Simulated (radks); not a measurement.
All-electron atom: Eu in [Xe] 4f7 6s1.5 6p0.5 (fractional occupations, a model configuration).

Method: Dirac Kohn-Sham, BLYP, spin-unpolarised, spherical densities, point nucleus; open shells fill j = l - 1/2 first; computed with a radial shooting solver on a logarithmic mesh with Libxc functionals.

Energy parts (hartree):
total: -10852.9953
kinetic: 11803.1439
electron-nucleus: -26633.3628
Hartree: 4221.2317
exchange-correlation: -244.0081

Orbitals (lengths in bohr, moments of r in powers of bohr; <r^-3> diverges for s and p1/2; r(max) is where P^2 peaks):
| orbital | occ. | eigenvalue (hartree) | <1/r> | <r^-3> | <r^2> | r(max) | small-component weight |
|---|---|---|---|---|---|---|---|
| 1s1/2 | 2 | -1776.014 | 70.25 | - | 0.0006791 | 0.01420 | 5.50e-02 |
| 2s1/2 | 2 | -291.4983 | 16.73 | - | 0.01062 | 0.08071 | 1.21e-02 |
| 2p1/2 | 2 | -276.5442 | 16.70 | - | 0.007723 | 0.06106 | 1.22e-02 |
| 2p3/2 | 4 | -252.7194 | 14.82 | 9389 | 0.008961 | 0.06679 | 1.13e-02 |
| 3s1/2 | 2 | -64.13309 | 6.087 | - | 0.07108 | 0.2291 | 3.81e-03 |
| 3p1/2 | 2 | -57.67705 | 6.002 | - | 0.06633 | 0.2162 | 3.76e-03 |
| 3p3/2 | 4 | -52.82140 | 5.527 | 1975 | 0.07347 | 0.2284 | 3.52e-03 |
| 3d3/2 | 4 | -41.65087 | 5.404 | 330.7 | 0.05886 | 0.1817 | 3.40e-03 |
| 3d5/2 | 6 | -40.59424 | 5.285 | 295.1 | 0.06086 | 0.1852 | 3.33e-03 |
| 4s1/2 | 2 | -12.72929 | 2.539 | - | 0.3619 | 0.5277 | 1.21e-03 |
| 4p1/2 | 2 | -10.23690 | 2.433 | - | 0.3820 | 0.5327 | 1.13e-03 |
| 4p3/2 | 4 | -9.16459 | 2.271 | 436.9 | 0.4215 | 0.5587 | 1.05e-03 |
| 4d3/2 | 4 | -5.06353 | 2.051 | 61.69 | 0.4884 | 0.5684 | 8.82e-04 |
| 4d5/2 | 6 | -4.87127 | 2.011 | 54.30 | 0.5043 | 0.5769 | 8.59e-04 |
| 4f5/2 | 6 | -0.11943 | 1.414 | 6.924 | 1.325 | 0.5900 | 4.68e-04 |
| 4f7/2 | 1 | -0.09693 | 1.392 | 6.640 | 1.407 | 0.5952 | 4.56e-04 |
| 5s1/2 | 2 | -1.65034 | 0.9638 | - | 2.152 | 1.233 | 2.50e-04 |
| 5p1/2 | 2 | -0.98351 | 0.8428 | - | 2.787 | 1.350 | 1.95e-04 |
| 5p3/2 | 4 | -0.84392 | 0.7842 | 55.84 | 3.164 | 1.429 | 1.73e-04 |
| 6s1/2 | 1.5 | -0.14140 | 0.3010 | - | 19.98 | 3.524 | 2.67e-05 |
| 6p1/2 | 0.5 | -0.05346 | 0.2177 | - | 38.56 | 4.673 | 1.34e-05 |
| 6p3/2 | 0 | -0.04601 | 0.2030 | 2.976 | 44.22 | 5.003 | 1.18e-05 |

The highest occupied level is 6p1/2 at -1.455 eV. Summed over all electrons, <r^2> = 90.54 bohr^2, which gives a Langevin (diamagnetic) susceptibility term of -71.7 x 10^-6 cm^3/mol.
